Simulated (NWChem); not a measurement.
System meant: SrHSBr; SMILES [SH][Sr][Br]

Here is an NWChem input.

```
start job
memory heap 200 mb stack 900 mb global 1100 mb
geometry units angstroms noautoz
  Sr    -0.432812     0.587540    -0.005187
  Br     0.151755    -2.128420     0.003505
  S      0.921751     2.967572    -0.002925
  H     -0.247338     3.676162    -0.009513
end
basis spherical
  * library def2-svp
end
ecp
  Sr library def2-ecp
end
dft
  xc xpbe96 cpbe96
  iterations 4
  mulliken
end
task dft energy
```

End of the output:

```
    Atom       Charge   Shell Charges
 -----------   ------   -------------------------------------------------------
    1 Sr  10     9.84   0.81  1.05  0.33  0.10  5.38  0.83  0.30  0.59  0.46
    2 Br  35    35.09   2.00  2.00  1.96  1.13  0.71  5.99  5.81  2.45  3.04  7.83  2.04  0.14
    3 S   16    16.07   2.00  1.95  0.99  0.68  5.81  1.89  2.72  0.03
    4 H    1     1.00   0.61  0.31  0.08

 center of mass
 --------------
 x =  -0.02954925 y =  -0.16778809 z =   0.00000000

 moments of inertia (a.u.)
 ------------------
        2456.643734298259           0.000000000000           0.000000000000
           0.000000000000         154.088859535840           0.000000000000
           0.000000000000           0.000000000000        2610.732593834099

     Multipole analysis of the density
     ---------------------------------

     L   x y z        total         alpha         beta         nuclear
     -   - - -        -----         -----         ----         -------
     0   0 0 0     -0.000000    -31.000000    -31.000000     62.000000

     1   1 0 0     -2.294477    -14.517191    -14.517191     26.739905
     1   0 1 0      0.432340     15.280903     15.280903    -30.129465
     1   0 0 1     -0.000000     -0.000000     -0.000000      0.000000

     2   2 0 0    -35.832037    -40.722188    -40.722188     45.612339
     2   1 1 0     -6.513431    -23.865266    -23.865266     41.217101
     2   1 0 1      0.000000      0.000000      0.000000      0.000000
     2   0 2 0    -56.962085   -597.232066   -597.232066   1137.502048
     2   0 1 1      0.000000      0.000000      0.000000      0.000000
     2   0 0 2    -38.330133    -19.165067    -19.165067      0.000000

 ------------------------------------------------------------------------
 dft energy failed                                                                                  0
 ------------------------------------------------------------------------
 ------------------------------------------------------------------------
  current input line :
    20: task dft energy
 ------------------------------------------------------------------------
 ------------------------------------------------------------------------
 This type of error is most commonly associated with calculations not reaching convergence criteria
 ------------------------------------------------------------------------
 For more information see the NWChem manual at https://nwchemgit.github.io

0:dft energy failed:Received an Error in Communication
```

Find the fault in this run and fix the input.

The run did not converge; its last values are not results. Cause: the SCF was allowed too few iterations. This input runs:
```
start job
memory heap 200 mb stack 900 mb global 1100 mb
geometry units angstroms noautoz
  Sr    -0.432812     0.587540    -0.005187
  Br     0.151755    -2.128420     0.003505
  S      0.921751     2.967572    -0.002925
  H     -0.247338     3.676162    -0.009513
end
basis spherical
  Sr library def2-svp
  Br library def2-svp
  S library def2-svp
  H library def2-svp
end
ecp
  Sr library def2-ecp
end
dft
  xc xpbe96 cpbe96
  iterations 150
  mulliken
end
task dft energy
```
It converges to -3002.78863 Ha (PBE/def2-SVP with def2 effective core potentials on Sr).
